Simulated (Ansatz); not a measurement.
Ansatz results at the PBE0-D4/def2-TZVP geometry: HOMO–LUMO gap (PBE0/def2-TZVPP) 4.82 eV; LUMO energy (PBE0/def2-TZVPP) -3.52 eV; HOMO–LUMO gap (PBE/def2-TZVPP) 2.87 eV.

Which molecule gave them?
A. `[CH3][Al-]1([Cl])[O]C=CC=[O+]1`
B. `[OH][Al-]1([OH])[O]C(C(F)(F)F)=CC(C(F)(F)F)=[O+]1`
C. `CC1=CC(C(F)(F)F)=[O+][Ti-]([Cl])([Cl])([Cl])[O]1`
D. `FC(F)(F)C1=CC(C(F)(F)F)=[O+][Ga-]([F])([Cl])[O]1`

C. The others give `[CH3][Al-]1([Cl])[O]C=CC=[O+]1`: 5.20, -2.63, 3.11; `[OH][Al-]1([OH])[O]C(C(F)(F)F)=CC(C(F)(F)F)=[O+]1`: 5.19, -3.52, 2.78; `FC(F)(F)C1=CC(C(F)(F)F)=[O+][Ga-]([F])([Cl])[O]1`: 5.20, -3.85, 3.22.
